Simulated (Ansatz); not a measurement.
Gas-phase reaction R1 + R2 → P1 + P2, each structure at its B3LYP-D3(BJ)/def2-TZVP stationary point, reached from a drawn start (curvature not checked).
R1: Cl atom, charge 0, multiplicity 2.
P1: H atom, charge 0, multiplicity 2.
R2, H2 (SMILES [H][H]) (charge 0, multiplicity 1):
```xyz
2

H      0.000     0.000     0.372
H      0.000     0.000    -0.372
```
P2: HCl (SMILES Cl), charge 0, multiplicity 1.

P less R. No zero-point or thermal terms; singlets are restricted closed shells; open shells are unrestricted; no spin–orbit coupling.

Correlated levels freeze the cores. CBS(a, b) extrapolates the correlation energy as X⁻³ and adds the Hartree–Fock energy of set b.

Codes used: Ansatz (a first-principles code). Each number belongs to the level named beside it.

Problem. Give the reaction energy at the level HF/aug-cc-pV(Q+d)Z.

Solution. 6.8 kcal/mol

Problem. Estimate the reaction energy that SCS-MP2/aug-cc-pV(D+d)Z returns for this input.

Solution. 0.9 kcal/mol

Problem. What reaction energy does CCSD(T)/CBS(aug-cc-pV(T+d)Z, aug-cc-pV(Q+d)Z) give?

Solution. 2.0 kcal/mol
